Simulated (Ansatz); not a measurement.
Ansatz (an electronic-structure program) input (B3LYP-D3(BJ)/def2-TZVP):

Ansatz 0.2 input:
```yaml
crystal:
  periodic: [false, false, false]
  atoms:
    - {symbol: Al, position_ang: [0.01010105, 0.01097088, -0.01566308]}
    - {symbol: I, position_ang: [-0.15060900, 1.94722961, -1.54714570]}
    - {symbol: I, position_ang: [0.17091747, -1.92523394, 1.51577271]}
basis:
  gaussian:
    orbitals: def2-TZVP
hamiltonian:
  xc: b3lyp
  dispersion: d3bj
total_charge: 1
relax: {f_tol: 0.002, max_steps: 150}
```

End of the output:

```
mean field evaluation 2: about -22795.4638 eV, gradient 3.7e1 eV
mean field evaluation 4: about -22799.4049 eV, gradient 1.1e0 eV
mean field evaluation 8: about -22799.8526 eV, gradient 9.0e-2 eV
mean field evaluation 16: about -22799.8527 eV, gradient 5.1e-6 eV
mean field -22799.85265299 eV, -837.8791307024 hartree, gradient 4.9e-6 eV, S^2 0.000000; 0 other end points of the search recorded, 0 dependent functions left out
the calculation of the forces begins
reference -22799.85286575 eV, -837.8791385208 hartree; 31, 31 occupied and 106, 106 virtual orbitals, 1081 factors
relax step   1: F+E_penalty+E_count = -22800.06650470 eV  Δ(F+E_penalty+E_count) = +0.000e0 eV  max|allowed force component| = 9.384e-1 eV/Å  Δτ_max = 0.0000 Å  (28 SCF iters, accepted)
these checks for a lower state are left out or cut short: starts, cluster_reference, orbital_swaps, neighbouring_geometries, increment
integrals: 0.06 GiB planned
1081 factors; their error is unknown
mean field: 0.55 GiB planned
mean field -22799.89562739 eV, -837.8807099823 hartree, gradient 8.3e-6 eV, S^2 0.000000; 0 other end points of the search recorded, 0 dependent functions left out
the calculation of the forces begins
reference -22799.89583698 eV, -837.8807176846 hartree; 31, 31 occupied and 106, 106 virtual orbitals, 1081 factors
relax step   2: F+E_penalty+E_count = -22800.12441633 eV  Δ(F+E_penalty+E_count) = -5.791e-2 eV  max|allowed force component| = 9.012e-1 eV/Å  Δτ_max = 0.1741 Å  (36 SCF iters, accepted)
these checks for a lower state are left out or cut short: starts, cluster_reference, orbital_swaps, neighbouring_geometries, increment
integrals: 0.06 GiB planned
1081 factors; their error is unknown
mean field: 0.55 GiB planned
mean field evaluation 32: about -22799.9778 eV, gradient 1.7e-5 eV
mean field -22799.97783675 eV, -837.8837311204 hartree, gradient 1.7e-5 eV, S^2 0.000000; 0 other end points of the search recorded, 0 dependent functions left out
the calculation of the forces begins
reference -22799.97804751 eV, -837.8837388657 hartree; 31, 31 occupied and 106, 106 virtual orbitals, 1081 factors
relax step   3: F+E_penalty+E_count = -22800.20068303 eV  Δ(F+E_penalty+E_count) = -7.627e-2 eV  max|allowed force component| = 5.547e-2 eV/Å  Δτ_max = 0.0649 Å  (31 SCF iters, accepted)
these checks for a lower state are left out or cut short: starts, cluster_reference, orbital_swaps, neighbouring_geometries, increment
integrals: 0.06 GiB planned
1081 factors; their error is unknown
mean field: 0.55 GiB planned
mean field -22799.97860632 eV, -837.8837594018 hartree, gradient 9.2e-6 eV, S^2 0.000000; 0 other end points of the search recorded, 0 dependent functions left out
the calculation of the forces begins
reference -22799.97881717 eV, -837.8837671502 hartree; 31, 31 occupied and 106, 106 virtual orbitals, 1081 factors
relax step   4: F+E_penalty+E_count = -22800.20102994 eV  Δ(F+E_penalty+E_count) = -3.469e-4 eV  max|allowed force component| = 1.307e-3 eV/Å  Δτ_max = 0.0048 Å  (32 SCF iters, accepted)
integrals: 0.06 GiB planned
1081 factors; their error is unknown
mean field: 0.55 GiB planned
mean field evaluation 64: about -22799.9786 eV, gradient 2.1e-5 eV
mean field -22799.97860632 eV, -837.8837594018 hartree, gradient 9.0e-6 eV, S^2 0.000000; 1 other end points of the search recorded, 0 dependent functions left out
the calculation of the forces begins
reference -22799.97881717 eV, -837.8837671502 hartree; 31, 31 occupied and 106, 106 virtual orbitals, 1081 factors
Total energy: -22800.20124079 eV, -837.8919410676 hartree
Atom 0 at     0.010128     0.010989    -0.015678 Å, force     0.000010    -0.000000    -0.000000 eV/Å
Atom 1 at    -0.143838     1.865505    -1.482506 Å, force    -0.000113     0.001307    -0.001033 eV/Å
Atom 2 at     0.164119    -1.843527     1.451148 Å, force     0.000104    -0.001307     0.001034 eV/Å
Dipole moment:    -0.000007    -0.000000     0.000000 e Å
```
